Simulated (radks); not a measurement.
Results of a calculation; reference values are marked as such.
Question: The germanium anion Ge4-, 36 electrons, occupied as [Kr]. Code: a radial shooting solver on a logarithmic mesh with Libxc functionals. Model: scalar-relativistic Kohn-Sham, LDA (Slater exchange, VWN5 correlation), spin-unpolarised, spherical densities, point nucleus; Watson sphere of charge +4 and radius 4.72 bohr. Some entries of the table are withheld. Estimate them.

orbital,occ.,eigenvalue (hartree),<r^2> (bohr^2),r(max) (bohr)
1s,2,-401.9663,(1),0.03077
2s,2,-50.21330,(2),0.1763
2p,6,-43.91455,0.04144,0.1412
3s,2,-6.05094,0.4515,0.5429
3p,6,-4.12687,0.4945,0.5430
3d,10,-0.97285,0.7017,0.5015
4s,2,-0.36148,6.524,1.772
4p,6,-0.13958,18.71,3.189

Answer: 
(1) 1s <r^2> (bohr^2): 0.002981
(2) 2s <r^2> (bohr^2): 0.05221
